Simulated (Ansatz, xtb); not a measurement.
Relative energy of two isomers of C2H2FSi

Structure X: `F[Si]1C=C1`, a doublet. Structure Y: `C#C[SiH]F`, a doublet. Both are isolated molecules in the gas phase, relaxed with B3LYP/6-31G*.

Quicker runs give these differences E(Y) − E(X): GFN2-xTB −1.388 eV; HF/STO-3G −1.012 eV (at GFN2-xTB geometries); r2SCAN-D4/def2-SVP +0.021 eV (at GFN2-xTB geometries).

**Question.** Estimate E(Y) − E(X) at the level CCSD(T)/def2-SVP.

**Answer.** Calculated at CCSD(T)/def2-SVP: E(Y) − E(X) = −0.210 eV, so structure Y lies lower.

Level by level:

```json
{"level": "GFN2-xTB", "geometry": "GFN2-xTB", "E(Y) − E(X) (eV)": "−1.388", "departure from the last row (eV)": "−1.178", "job, with rough time for the two": "optimisation, 0.088 s"}
{"level": "HF/STO-3G", "geometry": "GFN2-xTB", "E(Y) − E(X) (eV)": "−1.012", "departure from the last row (eV)": "−0.802", "job, with rough time for the two": "single point, 0.54 s"}
{"level": "r2SCAN-D4/def2-SVP", "geometry": "GFN2-xTB", "E(Y) − E(X) (eV)": "+0.021", "departure from the last row (eV)": "+0.231", "job, with rough time for the two": "single point, 6.3 s"}
{"level": "B3LYP/6-31G*", "geometry": "B3LYP/6-31G*", "E(Y) − E(X) (eV)": "−0.111", "departure from the last row (eV)": "+0.099", "job, with rough time for the two": "optimisation, 62 s"}
{"level": "HF/def2-SVP", "geometry": "B3LYP/6-31G*", "E(Y) − E(X) (eV)": "−0.407", "departure from the last row (eV)": "−0.198", "job, with rough time for the two": "part of the CCSD(T) run"}
{"level": "MP2/def2-SVP", "geometry": "B3LYP/6-31G*", "E(Y) − E(X) (eV)": "−0.059", "departure from the last row (eV)": "+0.151", "job, with rough time for the two": "part of the CCSD(T) run"}
{"level": "CCSD(T)/def2-SVP", "geometry": "B3LYP/6-31G*", "E(Y) − E(X) (eV)": "−0.210", "departure from the last row (eV)": "", "job, with rough time for the two": "single point, 17 s"}
```

As drawn, Y has 1 C≡C, 1 Si–H in place of 1 C–Si, 1 C=C, 1 C–H. Structure X has a 3-membered ring, Y no ring.

r2SCAN-D4/def2-SVP finds them nearly level. The largest departure from CCSD(T)/def2-SVP is that of GFN2-xTB, 1.178 eV. MP2 in a larger basis moves the difference by −0.009 eV, a step that isn't added because spin contamination makes open-shell MP2 unreliable in this search.

With harmonic frequencies from B3LYP/6-31G* (ideal gas, rigid rotor, one conformer each, 298.15 K, 1 atm): on the last row, ΔE + ΔZPE = −0.305, ΔH = −0.287, ΔG = −0.329 eV.

Open shells are spin-unrestricted, with notable spin contamination under HF/STO-3G, HF/def2-SVP, MP2/def2-SVP, CCSD(T)/def2-SVP. The correlated steps freeze 8 core orbitals. Mirror images aren't counted in ΔG. Codes used: Ansatz 0.2.0, xtb 6.7.1; the last row on 1 thread of Arm Neoverse V1 on a shared host.
